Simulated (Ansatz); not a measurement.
A run for Ansatz (a first-principles code): R-SVWN5/def2-TZVPP on CH2O2 (SMILES O=CO).

Ansatz 0.2 input:
```yaml
crystal:
  periodic: [false, false, false]
  atoms:
    - {symbol: C, position_ang: [-0.22190503, -0.06657902, 0.36398099]}
    - {symbol: O, position_ang: [-0.22560471, -0.06772135, 1.55392451]}
    - {symbol: O, position_ang: [0.87088360, 0.26127898, -0.35851696]}
    - {symbol: H, position_ang: [-1.09704263, -0.32911340, -0.25633103]}
    - {symbol: H, position_ang: [0.67366878, 0.20213480, -1.30295750]}
basis:
  gaussian:
    orbitals: def2-TZVPP
hamiltonian:
  xc: {name: SVWN5}
scf: {lower_state_search: off}
```

The log:

```
WARN ansatz: RAYON_NUM_THREADS=1 ignored (pool sized by the plan → 1); use --threads N
Functional definition: SVWN5
these checks for a lower state are left out or cut short: stability, starts, cluster_reference, orbital_swaps, neighbouring_geometries, increment
integrals: 0.03 GiB planned
600 factors; their error is unknown
mean field: 0.27 GiB planned
mean field evaluation 1: about -5120.7897 eV, gradient 6.2e1 eV
mean field evaluation 2: about -5091.7459 eV, gradient 1.4e2 eV
mean field evaluation 4: about -5126.8248 eV, gradient 1.5e1 eV
mean field evaluation 8: about -5127.1942 eV, gradient 2.2e-2 eV
mean field evaluation 16: about -5127.1879 eV, gradient 5.9e-6 eV
mean field -5127.18788354 eV, -188.4206793874 hartree, gradient 6.0e-6 eV, S^2 0.000000; 0 other end points of the search recorded, 0 dependent functions left out
reference -5127.18790915 eV, -188.4206803283 hartree; 12, 12 occupied and 109, 109 virtual orbitals, 600 factors
Total energy: -5127.18790915 eV, -188.4206803283 hartree
Checks for a lower state left out: stability, starts, cluster_reference, orbital_swaps, neighbouring_geometries, increment
```

Self-consistency was reached.

Cost: roughly 0.7 core-seconds.
